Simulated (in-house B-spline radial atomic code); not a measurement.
**RPA and G0W0 on SCAN: K+**

Configuration [Ne] 3s2 3p6, mean-field start SCAN. Computed with a B-spline radial code for spherical atoms: all electrons, non-relativistic, point nucleus, each spin shell either full or empty, empty states to l = 9 with an (l + 1/2)⁻⁴ tail; G0W0 by contour deformation at full frequency.

Command:
```bash
python run_gw.py task.json out
```
Settings (radii: box in bohr, nucleus in fm):
```
Z                        19
electrons                18
configuration            [Ne] 3s2 3p6
hamiltonian              nr
method                   scan,scan
lmax                     9
spin_polarised           False
box_radius               23.78
intervals                51
```

Run time, properties included: 1.7 s on 1 thread of Arm Neoverse N1, with other jobs on the host.

Energies (hartree):

```
                                     term       value
                         mean-field total  -599.81545
Hartree-Fock functional on these orbitals  -599.01154
                      direct second order     -1.2911
                    second-order exchange     0.43519
                         SOSEX correction     0.39186
```

(1) What is the RPA correlation energy, and what remains with SOSEX?

Quasi-particle levels (eV):

```csv
level,occupied,mean field,Σx - vxc,Σc,QP weight,G0W0
3p,yes,-25.492,-6.21,?,?,?
4s,no,-5.018,1.31,-0.53,0.987,-4.238
```

G0W0 = mean field + (Σx - vxc) + Σc, with Σc (partial-wave tail included) taken at the quasi-particle energy. Only the outer levels were computed. Levels of low weight are left out.

(2) Where does G0W0 put 3p?

Results:

(1) RPA gives -1.1085 hartree (-1.68 eV per electron); RPA + SOSEX gives -0.71667, and the second-order doubles -0.85589 hartree (no singles). RPA lacks exchange-type terms and so overcorrelates at short range.

(2) At -31.57 eV, with Σc = 0.13 eV and a quasi-particle weight of 0.912. The tabulated removal energy is 31.625 eV (NIST, measured); the calculation leaves out relativity, Breit and QED terms, and what these don't explain is the method's own error.
